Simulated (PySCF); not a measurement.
Worked example: chemical shift, span and skew from a shielding tensor

F3OSi, SMILES [O][Si](F)(F)F (connectivity only; charge and spin as stated), charge -1, multiplicity 1. Atoms are numbered in the order given.

```xyz
5

O      0.0000     0.0000     1.7250
Si     0.0000     0.0000     0.1759
F      1.2627     0.7290    -0.6023
F     -1.2627     0.7290    -0.6023
F      0.0000    -1.4580    -0.6023
```
Charge -1, spin multiplicity 1.

The structure is a stationary point at PBE0-D3(BJ)/def2-SVPD. The multiplicity is an assumed one; other spin states were not compared. The isomer is the one that the SMILES or the coordinates give; other isomers of the formula were not compared.

GIAO shieldings from B3LYP/pcSseg-2 (PySCF), non-relativistic, no solvent. The symmetric part of the tensor of Si2 has the principal values 349.8, 349.8, 586.2 ppm. The same nucleus in TMS has σ = 325.2 ppm at this level (PySCF, at its B3LYP-D3(BJ)/def2-TZVP geometry).

Problem. Work out the isotropic shielding, the ²⁹Si shift against TMS, the span and the skew.

Solution. 
σ(iso) = (σ11 + σ22 + σ33)/3 = 428.6 ppm. δ = σ(ref) − σ(iso) = 325.2 − (428.6) = -103.4 ppm.
Span Ω = σ33 − σ11 = 236.4 ppm. Skew κ = 3(σ(iso) − σ22)/Ω = 1.00, an axial tensor. Tumbling in solution averages the tensor to δ; in a static solid the shielding alone would spread this spin-1/2 line over Ω.
